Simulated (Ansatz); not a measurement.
`OC[SiH2]S` → CH₃OH + `[SiH]S` at 700 K and 1 bar (silylene formation by 1,1-elimination).

Gas-phase electronic energies from Ansatz, PBE0-D4/def2-TZVP geometries. CCSD(T)/CBS is the MP2 limit (def2-TZVPP, def2-QZVPP) plus CCSD(T) − MP2 in def2-TZVPP, frozen cores. This one scheme is used for every species. Each species was taken in one conformer, which may not be the lowest.

| species | CCSD(T)/CBS energy (Eh) | H − E (kJ/mol) | S (J/(mol·K)) |
| --- | --- | --- | --- |
| `OC[SiH2]S` | -803.70411 | 254.8 | 450.3 |
| CH₃OH | -115.61712 | 170.8 | 288.5 |
| `[SiH]S` | -688.02937 | 79.2 | 304.9 |

H − E and S are ideal-gas, rigid-rotor, harmonic terms from PBE0-D4/def2-TZVP, for one conformer and one mirror image of each species. 1 Eh = 2625.50 kJ/mol, R = 8.31446 J/(mol·K).

By hand: ΔE, ΔH, ΔS and ΔG.

ΔE = (-115.61712) + (-688.02937) − (-803.70411) = 0.05762 Eh = 151.3 kJ/mol. Δ(H − E) = 170.8 + 79.2 − 254.8 = -4.8, so ΔH = 146.5 kJ/mol. ΔS = 288.5 + 304.9 − 450.3 = 143.1 J/(mol·K). ΔG = 146.5 − 700 × (143.1)/1000 = 46.3 kJ/mol.

By hand: the equilibrium constant, and the temperature at which ΔG would vanish if ΔH and ΔS stayed fixed.

log₁₀ K = −ΔG/(RT ln 10) = -3.5. ΔG = 0 at ΔH/ΔS = 1024 K.

The number of gas molecules changes by +1, which sets the sign of ΔS. A doubt of 5 kJ/mol in ΔE shifts log₁₀ K by 0.4 here. Other conformers and mirror images would add mixing entropy, several J/(mol·K) or more a flexible species. These are equilibria of isolated gas molecules and say nothing of rates. Largest T1 diagnostic: 0.016 (customary marks: 0.02 for closed shells, 0.045 for open ones).
